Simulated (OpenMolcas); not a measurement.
An OpenMolcas run meant for In (ANO-R1, X2C; inactive shells 1s 2s 2p 3s 3p 3d 4s 4p 4d 5s; intended active space 1 electron in 3 orbitals (5p)). One step of its input:

```
&RASSCF
FileOrb=start.orb
Symmetry=2
Spin=2
nActEl=1 0 0
Inactive=15 9
Ras2=0 3
CIRoot=3 3 1
SDav=3
CIMx=300
Iter=3 100
PrWF=0.3
OrbListing=Nothing
MaxOrb=0
Atom
>>> COPY $Project.JobIph JOB001
```

Lines from the output:

```
...
        2   1    7    0  -878.31213843   -3.52E-03*  6.52E-03   14  21 1  1.63E-02*  0.04   0.00    SX    NO
        3   1    6    0  -878.31239512   -2.57E-04*  3.59E-03   12  19 1 -6.72E-03*  0.05   0.00    SX    NO
      No convergence after  3 iterations
        4   1    6    0  -878.31243657   -4.14E-05*  3.59E-03   14  21 1  3.81E-03*  0.05   0.00    SX    NO
      Natural orbitals and occupation numbers for root  1
      sym 2:   0.000000   1.000000   0.000000
      Natural orbitals and occupation numbers for root  2
      sym 2:   1.000000   0.000000   0.000000
      Natural orbitals and occupation numbers for root  3
      sym 2:   0.000000   0.000000   1.000000
::    RASSCF root number  1 Total energy:  -5878.31243657
::    RASSCF root number  2 Total energy:  -5878.31243657
::    RASSCF root number  3 Total energy:  -5878.31243657
                  YZ= -9.0210E-15              ZZ= -8.9073E+00
--
  Molden files will not be produced
      Average orbitals are written to the RASORB file
--- Stop Module: rasscf at  /rc=_RC_NOT_CONVERGED_ ---
.#######################.
.# Convergence problem #.
.#######################.
```

Question: What is wrong with the input?

Answer: The iteration limit is far too low, so the equations stop before they converge.
